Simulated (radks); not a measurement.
The numbers below are computed, except where a source is named.
Si4+, configuration [Ne]. Level of theory: non-relativistic Kohn-Sham, LDA (Slater exchange, VWN5 correlation), spin-polarised, spherical densities, point nucleus (a radial shooting solver on a logarithmic mesh with Libxc functionals).

Local quantities along the radius. ELF = 1/(1 + alpha^2) is the electron localisation function; alpha = (tau - tau_W)/tau_unif compares the Pauli kinetic energy density with that of the uniform gas (summed over spins); s = |grad rho|/(2 (3 pi^2)^(1/3) rho^(4/3)) is the reduced gradient.

r (bohr),ELF,alpha,s
0.007247,1.000,0.009824,0.4014
0.00914,1.000,0.01055,0.4084
0.01153,1.000,0.01155,0.4173
0.01454,1.000,0.01295,0.4287
0.01833,1.000,0.01496,0.4435
0.0233,1.000,0.01809,0.4634
0.02939,0.999,0.02284,0.4888
0.03706,0.999,0.03069,0.5223
0.04674,0.998,0.04455,0.5668
0.05895,0.995,0.07115,0.6260
0.07494,0.983,0.1302,0.7064
0.0945,0.934,0.2649,0.8012
0.1192,0.740,0.5932,0.8880
0.1503,0.380,1.276,0.8783
0.1911,0.213,1.922,0.6451
0.241,0.305,1.508,0.3706
0.3039,0.590,0.8333,0.3043
0.3832,0.794,0.5092,0.3870
0.4833,0.863,0.3987,0.5344
0.6144,0.866,0.3941,0.7573
0.7748,0.809,0.4854,1.108
0.9771,0.637,0.7542,1.753
1.232,0.299,1.530,3.096
1.554,0.053,4.246,6.314
1.976,0.003,18.12,15.99
2.491,0.000,117.0,49.65

On this mesh the ELF has minima near r = 0.19 bohr, which separate the shells, and maxima near 0.54 (0.87).
